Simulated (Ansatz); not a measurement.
`C=C[Si](N)(N)N` and `N[Si](N)(N)F` differ in one atom or group.

Ansatz, PBE0-D4/def2-TZVP geometries, multiplicity 1. Each molecule was computed in one conformer, which needn't be the lowest.

```tsv
property	`C=C[Si](N)(N)N`
HOMO energy (ωB97M-V/def2-TZVPP) / eV	-9.22
HOMO–LUMO gap (ωB97M-V/def2-TZVPP) / eV	11.14
ideal-gas entropy at 298 K and 1 bar (rigid rotor, harmonic PBE0-D4/def2-TZVP) / J/(mol·K)	377
LUMO energy (ωB97M-V/def2-TZVPP) / eV	1.92
size of the dipole moment (PBE/def2-TZVPP) / D	0.82
HOMO energy (PBE0/def2-TZVPP) / eV	-6.82
```

Q: What does the change do to each property? (Estimate.)

A: Computed: 
| property | `N[Si](N)(N)F` | shift |
| --- | --- | --- |
| HOMO energy (ωB97M-V/def2-TZVPP) / eV | -9.92 | -0.70 |
| HOMO–LUMO gap (ωB97M-V/def2-TZVPP) / eV | 12.15 | 1.01 |
| ideal-gas entropy at 298 K and 1 bar (rigid rotor, harmonic PBE0-D4/def2-TZVP) / J/(mol·K) | 369 | -8 |
| LUMO energy (ωB97M-V/def2-TZVPP) / eV | 2.23 | 0.31 |
| size of the dipole moment (PBE/def2-TZVPP) / D | 1.32 | 0.50 |
| HOMO energy (PBE0/def2-TZVPP) / eV | -7.48 | -0.66 |

With PBE0 the HOMO falls by 0.66 eV and the LUMO rises by 1.00 eV, so the gap widens by about 1.66 eV. PBE moves the HOMO by -0.60 eV and ωB97M-V by -0.70 eV. The zero-point energy changes by -108.4 kJ/mol with -12 modes. Dipoles are sizes alone; their direction can turn. Modes under 60 cm⁻¹, often nearly free rotors, make the harmonic entropy too high.

Positive LUMOs are unbound, so they and the gaps depend on the basis.
